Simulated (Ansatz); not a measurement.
Donor–acceptor adduct: AlH3 (SMILES [AlH3]) (first 4 atoms) with H2S (SMILES S); geometry from B3LYP-D3(BJ)/def2-TZVP, rigid monomers moved along the line of their centres of mass till Al1···S5 is 2.32 Å.
(charge 0, multiplicity 1):
```xyz
7

Al    -0.25202    -0.12635     0.49226
H     -1.00169    -1.49315     0.80040
H     -1.11701     1.19677     0.33868
H      1.19678    -0.18373    -0.15600
S      0.49699     0.35938     2.63210
H      1.00282    -0.84931     2.93425
H     -0.64996     0.12356     3.29316
```

Interaction energies are E(AB) − E(A) − E(B) at the monomers' geometry in the complex; basis-set methods are counterpoise corrected.

Cores are frozen in the correlated methods. CBS: X⁻³ extrapolation of the correlation energy, Hartree–Fock from the larger set.

The values were computed with Ansatz (a quantum-chemistry and plane-wave program). Each number belongs to the level named beside it.

Problem. Estimate the interaction energy that CCSD/aug-cc-pV(T+d)Z returns for this input.

Solution. -10.0 kcal/mol

Problem. Estimate the interaction energy that CCSD(T)/CBS(aug-cc-pV(D+d)Z, aug-cc-pV(T+d)Z) returns for this input.

Solution. -11.8 kcal/mol

Problem. Estimate the interaction energy that MP2/aug-cc-pV(T+d)Z returns for this input.

Solution. -11.3 kcal/mol
